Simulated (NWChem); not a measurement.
Everything below was run with NWChem. System: Cl3Ge, charge 1, spin multiplicity 1, at the geometry of a parent with another charge or spin, in a state set for the comparison that need not be this species' ground state. Level: MP2/def2-TZVP, 24 core orbitals frozen.

Input file:

```
start mol
memory heap 200 mb stack 900 mb global 1100 mb
charge 1
geometry units angstroms nocenter noautoz
  Cl    -1.025724    -0.297751     1.779686
  Ge    -0.002798     0.464694     0.000000
  Cl    -1.025724    -0.297751    -1.779686
  Cl     2.056714    -0.279217     0.000000
  symmetry group Cs
end
basis spherical
  * library def2-tzvp
end
scf
  rhf
  nopen 0
  maxiter 100
  thresh 1e-7
  semidirect memsize 60000000 filesize 0
end
mp2
  freeze core 24
end
task mp2 energy
```

Part of the output:

```
             Northwest Computational Chemistry Package (NWChem) 7.3.0
             --------------------------------------------------------

                                NWChem Input Module
                                -------------------

 Scaling coordinates for geometry "geometry" by  1.889725989
 (inverse scale =  0.529177249)

 Turning off AUTOSYM since
 SYMMETRY directive was detected!

                             Geometry "geometry" -> ""
                             -------------------------

 Output coordinates in angstroms (scale by  1.889725989 to convert to a.u.)

  No.       Tag          Charge          X              Y              Z
 ---- ---------------- ---------- -------------- -------------- --------------
    1 Cl                  17.0000    -1.02572400    -0.29775100     1.77968600
    2 Ge                  32.0000    -0.00279800     0.46469400     0.00000000
    3 Cl                  17.0000    -1.02572400    -0.29775100    -1.77968600
    4 Cl                  17.0000     2.05671400    -0.27921700     0.00000000

 Effective nuclear repulsion energy (a.u.)     523.2900724276

            Nuclear Dipole moment (a.u.)
            ----------------------------
        X                 Y               Z
 ---------------- ---------------- ----------------
    -0.0000264562    -0.0000283459     0.0000000000

      Symmetry information
      --------------------

 Group name             Cs
 Group number              2
 Group order               2
 No. of unique centers     3

      Symmetry unique atoms

     1    2    4


 Summary of "ao basis" -> "" (spherical)
 ------------------------------------------------------------------------------
       Tag                 Description            Shells   Functions and Types
 ---------------- ------------------------------  ------  ---------------------
 *                         def2-tzvp                  on all atoms

 Summary of "ao basis" -> "ao basis" (spherical)
 ------------------------------------------------------------------------------
       Tag                 Description            Shells   Functions and Types
 ---------------- ------------------------------  ------  ---------------------
 Cl                        def2-tzvp                13       37   5s5p2d1f
 Ge                        def2-tzvp                16       48   6s5p4d1f

                                 NWChem SCF Module
                                 -----------------

  ao basis        = "ao basis"
  functions       =   159
  atoms           =     4
  closed shells   =    41
  open shells     =     0
  charge          =   1.00
  wavefunction    = RHF
  use symmetry    = T
  symmetry adapt  = T

 Summary of "ao basis" -> "ao basis" (spherical)
 ------------------------------------------------------------------------------
       Tag                 Description            Shells   Functions and Types
 ---------------- ------------------------------  ------  ---------------------
 Cl                        def2-tzvp                13       37   5s5p2d1f
 Ge                        def2-tzvp                16       48   6s5p4d1f

      Symmetry analysis of basis
      --------------------------

        a'         94
        a"         65

 Forming initial guess at       0.1s

      Superposition of Atomic Density Guess
      -------------------------------------

 Sum of atomic energies:       -3453.73912816

 Renormalizing density from      83.00 to     82

      Non-variational initial energy
[...]
   104     -0.166166  3 Cl py               138     -0.166489  4 Cl py

 Vector   43  Occ=0.000000D+00  E=-1.091197D-01  Symmetry=a'
              MO Center=  5.3D-05, -1.0D-02, -8.0D-16, r^2= 4.5D+00
   Bfn.  Coefficient  Atom+Function         Bfn.  Coefficient  Atom+Function
  ----- ------------  ---------------      ----- ------------  ---------------
    57      0.774070  2 Ge py                42     -0.575845  2 Ge s
    43     -0.526999  2 Ge s                140     -0.337314  4 Cl px
    54      0.322434  2 Ge py                20     -0.292341  1 Cl pz
   105      0.292341  3 Cl pz                 5      0.261818  1 Cl s
    90      0.261818  3 Cl s                127      0.261811  4 Cl s

 Vector   44  Occ=0.000000D+00  E=-9.070730D-02  Symmetry=a'
              MO Center= -5.8D-02,  5.6D-01, -1.4D-09, r^2= 4.4D+00
   Bfn.  Coefficient  Atom+Function         Bfn.  Coefficient  Atom+Function
  ----- ------------  ---------------      ----- ------------  ---------------
    56      0.986812  2 Ge px                53      0.398759  2 Ge px
   127     -0.388975  4 Cl s                140      0.292995  4 Cl px
   141     -0.229290  4 Cl py                20     -0.222593  1 Cl pz
   105      0.222593  3 Cl pz                 5      0.194482  1 Cl s
    90      0.194482  3 Cl s                 74      0.192639  2 Ge d -2

 center of mass
 --------------
 x =  -0.00023974 y =   0.03976613 z =   0.00000000

 moments of inertia (a.u.)
 ------------------
         879.633843597261          -4.222840307219           0.000000000000
          -4.222840307219        1582.038328953499           0.000000000000
           0.000000000000           0.000000000000         879.601859882663

  Mulliken analysis of the total density
  --------------------------------------

    Atom       Charge   Shell Charges
 -----------   ------   -------------------------------------------------------
    1 Cl  17    17.08   2.01  0.45  1.51  1.13  0.87  4.18  1.69  1.03  2.85  1.32  0.01  0.03  0.00
    2 Ge  32    30.75   2.00  2.00  1.16  0.80  0.88  0.28  5.98  4.41  1.58  1.00  0.25  8.95  1.08  0.12  0.20  0.06
    3 Cl  17    17.08   2.01  0.45  1.51  1.13  0.87  4.18  1.69  1.03  2.85  1.32  0.01  0.03  0.00
    4 Cl  17    17.08   2.01  0.45  1.51  1.13  0.87  4.18  1.69  1.03  2.85  1.32  0.01  0.03  0.00

       Multipole analysis of the density wrt the origin
       ------------------------------------------------

     L   x y z        total         open         nuclear
     -   - - -        -----         ----         -------
     0   0 0 0      1.000000      0.000000     83.000000

     1   1 0 0     -0.006057      0.000000     -0.000026
     1   0 1 0      1.004920      0.000000     -0.000028
     1   0 0 1     -0.000000      0.000000      0.000000

     2   2 0 0    -34.243591      0.000000    384.543680
     2   1 1 0     -0.004248      0.000000      2.070372
     2   1 0 1      0.000000      0.000000      0.000000
     2   0 2 0    -33.540059      0.000000     40.173563
     2   0 1 1      0.000000      0.000000      0.000000
     2   0 0 2    -34.243537      0.000000    384.559334

                   NWChem MP2 Semi-direct Energy/Gradient Module
                   ---------------------------------------------

  Basis functions       =    159
  Molecular orbitals    =    159
  Frozen core           =     24
  Frozen virtuals       =      0
  Active alpha occupied =     17
  Active beta occupied  =     17
  Active alpha virtual  =    118
  Active beta virtual   =    118
  Use MO symmetry       = T
  Use skeleton AO sym   = T

  AO/Fock/Back tols     =   1.0D-09  1.0D-09  1.0D-09

 GA uses MA = F    GA memory limited = T

 Available:
  local mem=  1.26D+08
 global mem=  1.44D+08
 local disk=  0.00D+00
  mp2_memr nvloc                   118
  nvloc new                   118
   1 passes of  17:        5242880                     151833                  79105332.
   1 passes of  17: M    126142509           G      144128638           F     120899629.

 Semi-direct pass number   1 of   1  for RHF alpha+beta  at       10.2s
  vrange nnbf                 11592
  mp2_eaftype                   301  avail_ma_in_mb                  1099
 EAF : mp2_eaftype filesize         301   39552666.
  mp2_eaf for mointskh                    301
Node 0 wrote    186.0 Mb in      0.1 s     Agg I/O rate:  2323.4 Mb/s
 Done moints_semi at       25.5s
  mp2_eaftype                   301  avail_ma_in_mb                   798
 EAF : mp2_eaftype filesize         301   39552666.
  mp2_eaf for kh                   301
 Done maket at       26.2s
 Done multipass loop at       26.2s

          -------------------------------------------
          SCF energy               -3453.659175171011
          Correlation energy          -0.776684247058
          Singlet pairs               -0.457761168279
          Triplet pairs               -0.318923078779
          Total MP2 energy         -3454.435859418069
          -------------------------------------------

          ---------------------------------------------------
                    Spin Component Scaled (SCS) MP2
          Same spin pairs                     -0.212615385853
          Same spin scaling factor             0.333333333333
          Opposite spin pairs                 -0.564068861205
          Opposite spin scaling fact.          1.200000000000
          SCS-MP2 correlation energy          -0.747754428730
          Total SCS-MP2 energy             -3454.406929599742
          ---------------------------------------------------

 -----------------------
 Performance information
 -----------------------

 Timer overhead =  1.54D-07 seconds/call

               Nr. of calls         CPU time (s)                 Wall time (s)                GFlops
             ---------------    -------------------     ------------------------------   -------------------
Name         Min   Avg   Max    Min     Avg     Max     Min     Avg     Max   Mx/calls   Min     Max     Sum
mp2: moin     1     1     1    15.     15.     15.      15.     15.     15.     15.      0.0     0.0     0.0
mp2: make     1     1     1   0.68    0.68    0.68     0.68    0.68    0.68    0.68      0.0     0.0     0.0
mp2: tota     1     1     1    16.     16.     16.      16.     16.     16.     16.      0.0     0.0     0.0

 The average no. of pstat calls per process was 3.00D+00
 with a timing overhead of 4.61D-07s

 Task  times  cpu:       26.2s     wall:       26.2s

 Total times  cpu:       26.2s     wall:       26.2s
```
